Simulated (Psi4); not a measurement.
Noncovalent pair: SiH4 (SMILES [SiH4]) (first 5 atoms) with C2H2 (SMILES C#C); geometry from B3LYP-D3(BJ)/def2-TZVP, rigid monomers moved along the line of their centres of mass till Si1···C6 is 6.63 Å.
(charge 0, multiplicity 1):
```
atom    x (Å)    y (Å)    z (Å)
----  -------  -------  -------
Si     0.2850  -0.0683   0.0513
H      1.1256   1.0035   0.6274
H     -1.1437   0.2284   0.2948
H      0.6380  -1.3681   0.6624
H      0.5226  -0.1390  -1.4104
C     -0.3232   0.0019   6.6504
C     -1.4274   0.4196   6.4541
H      0.6576  -0.3694   6.8216
H     -2.4073   0.7901   6.2761
```

These are SAPT0/jun-cc-pV(D+d)Z run with Psi4 1.11 values and carry that method's errors.

Q: Which attractive term is largest, and how does the interaction split up?

A: electrostatics -1.1, exchange 0.0, induction 0.0, dispersion -1.3, total -2.5 meV; the largest attraction is dispersion.
